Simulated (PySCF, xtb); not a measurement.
Ge(Cl)2(Me)(OH) (CH4Cl2GeO), SMILES [CH3][Ge]([OH])([Cl])[Cl].

GFN2-xTB in xtb at its own geometry gives an orbital gap of 6.04 eV and a dipole moment of 1.68 D.

Geometry: B3LYP-D3(BJ)/def2-SVP. The structure was generated by enumeration, and PubChem lists no compound with its InChIKey, so it may never have been made. One conformer was computed; it need not be the lowest.

Q: What does PBE/def2-TZVP run with PySCF give? (The exact figures need the calculation; the answer reports its results.)

A: gap 5.73 eV (levels -7.47 and -1.74 eV), dipole 1.50 D.
